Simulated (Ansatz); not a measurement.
The pair A = GaH3 (SMILES [GaH3]) (first 4 atoms), B = NH3 (SMILES N); geometry from B3LYP-D3(BJ)/def2-TZVP.
(charge 0, multiplicity 1):
```xyz
8

Ga     0.47029    -0.36794     0.77091
H      0.08717    -1.90124     0.83918
H     -0.28103     0.54111    -0.28343
H      1.92853     0.05567     1.21425
N     -0.59425     0.29204     2.55530
H     -1.58758     0.10580     2.46808
H     -0.25006    -0.19355     3.37672
H     -0.46835     1.28839     2.69822
```

Frozen-core correlation. Filled d and f shells under p-block atoms count as core.

Codes used: Ansatz (Gaussian basis) for Hartree–Fock, density functionals and correlated methods. 

Total energies (hartree), monomers frozen at their geometry in the pair:

```tsv
structure	PBE/def2-TZVPPD	B3LYP/def2-TZVPPD	CCSD(T)/aug-cc-pVDZ
AB	-1982.8646066	-1983.3008793	-1981.4941529
A in the pair's basis	-1926.3128289	-1926.6742372	-1925.0307873
B in the pair's basis	-56.5127958	-56.5904356	-56.4268203
A	-1926.3124198	-1926.6738374	-1925.0294500
B	-56.5125334	-56.5902121	-56.4251433
```

Task: Work out the interaction energy without and with the counterpoise correction, and the superposition error, for each level.

Result: 
E(AB) − E(A) − E(B), times 627.509 kcal/mol, with the monomers in their own basis and then in the pair's basis:
- PBE/def2-TZVPPD: -24.88 uncorrected, -24.46 corrected; the monomers gain 0.42 kcal/mol from borrowed functions
- B3LYP/def2-TZVPPD: -23.11 uncorrected, -22.72 corrected; the monomers gain 0.39 kcal/mol from borrowed functions
- CCSD(T)/aug-cc-pVDZ: -24.82 uncorrected, -22.93 corrected; the monomers gain 1.89 kcal/mol from borrowed functions

Ansatz is a program for electronic structure.
